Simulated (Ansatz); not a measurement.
**Worked example: the step energy**

An elementary step of Si2NH9S, closed shell (SiNH₅S ([NH2][SiH2][SH]) + SiH₄ → Si₂NH₇ ([NH2][SiH2][SiH3]) + H₂S; Si–S, H–Si broken or loosened, Si–Si, S–H formed or tightened). “Start” and “end” are the PBE0-D4/def2-TZVP structures reached by relaxing down either side of its saddle point, with the molecules still in contact.

Computed with Ansatz 0.2.0 (basis: def2-TZVPP and def2-QZVPP); correlated methods freeze the cores.

Energies in eV:

| quantity | end | start |
| --- | --- | --- |
| Hartree–Fock, triple zeta (X = 3) | -28168.13299 | -28169.01410 |
| Hartree–Fock, quadruple zeta (X = 4) | -28169.02262 | -28169.90649 |
| MP2 correlation, X = 3 | -18.24603 | -18.24316 |
| MP2 correlation, X = 4 | -19.63873 | -19.64318 |
| CCSD(T) correlation, X = 3 | -21.00416 | -20.90379 |

Work out the step energy at the basis limit: extrapolate Hartree–Fock as E(X) = E∞ + A exp(−7.88 √X) and the MP2 correlation as E(X) = E∞ + B X^−2.97 (the exponents that Neese and Valeev fitted for def2-TZVPP and QZVPP), then add CCSD(T) − MP2 in triple zeta.

Each step is linear, so take the differences first (end − start): Hartree–Fock 0.88111 (X = 3) and 0.88387 (X = 4); MP2 correlation -0.00287 and 0.00445; CCSD(T) correlation -0.10037.
Two points give E∞ = E(4) + w [E(4) − E(3)], with w = 1/(exp(7.88 (2 − √3)) − 1) = 0.1377 for Hartree–Fock and w = 1/((4/3)^2.97 − 1) = 0.7407 for the correlation.
Hartree–Fock: 0.88387 + 0.1377 × 0.00276 = 0.8843 eV.
MP2 correlation: 0.00445 + 0.7407 × 0.00732 = 0.0099 eV.
CCSD(T) − MP2: -0.10037 − (-0.00287) = -0.0975 eV.
Sum: 0.8843 + 0.0099 + (-0.0975) = 0.7967 eV, or 18.37 kcal/mol. Plain CCSD(T) in triple zeta gives 0.7807 eV, so the larger basis shifts the result by 0.0160 eV.

T1 diagnostic: at most 0.014.

Labels in which every atom is bracketed show which atoms are joined, not bond orders.

For scale, one of the runs: CCSD(T)/def2-TZVPP, 283 basis functions, launched by `ansatz run in.yaml --threads 8 --pin off --events-out ev --progress --plain --max-ram 19148MiB`. The run took 74 s on 8 CPU threads of an AMD EPYC 7R43 (shared host), with 7.6 GiB of host memory at its peak.
